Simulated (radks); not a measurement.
Problem. Mn4+, configuration [Ar] 3d3. All-electron calculation, non-relativistic Kohn-Sham, OLYP, spin-polarised, spherical densities, point nucleus; open shells are filled with parallel spins first. Program: a radial shooting solver on a logarithmic mesh with Libxc functionals. Some entries of the table are withheld. Estimate them.

orbital,occ.,eigenvalue (eV),<1/r> (bohr^-1),<r> (bohr)
1s down,1,-6432.212,24.51,0.06158
1s up,1,-6432.204,24.51,0.06158
2s up,1,-794.8875,5.221,0.2825
2s down,1,-792.9911,5.233,0.2818
2p up,3,-689.9844,5.167,0.2484
2p down,3,-688.5999,5.178,0.2477
3s up,1,(1),1.681,0.8380
3s down,1,(2),1.670,0.8418
3p up,3,-112.4030,1.573,0.8693
3p down,3,-108.1996,1.559,0.8762
3d up,3,-62.9414,1.326,0.9524
3d down,0,-58.8266,1.296,0.9834
4s up,0,-42.8068,0.6105,2.181
4s down,0,-42.4569,0.6016,2.191
4p up,0,-35.3805,0.5495,2.402

Solution. 
(1) 3s up eigenvalue (eV): -142.9184
(2) 3s down eigenvalue (eV): -138.6995
